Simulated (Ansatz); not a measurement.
`O[Si](O)(Br)Br`. The species carries charge 0 and has multiplicity 1. Correlated methods include outer-core shells of Br, which these sets cover unevenly. Scalar relativity is left out up to krypton.

```xyz
7

O     0.8143   -1.0626    0.5010
Si   -0.0540    0.0940   -0.2357
O     0.2071    1.5044    0.5092
Br    0.5435    0.3755   -2.3268
Br   -2.1924   -0.4784   -0.1793
H     0.6336   -1.9774    0.2767
H     0.0479    1.5447    1.4550
```

(1) Give the diagnostics of a CCSD(T)/def2-TZVPP run (frozen core, Ansatz). (Best estimate.)

Answers

(1) Computed: T1 = 0.0088, largest single amplitude 0.013, largest double 0.017, (T) share of the correlation energy 3.5 %, 8 CCSD cycles. The RHF solution is stable towards an unrestricted one. T1 lies under the customary mark of 0.02 for closed shells.
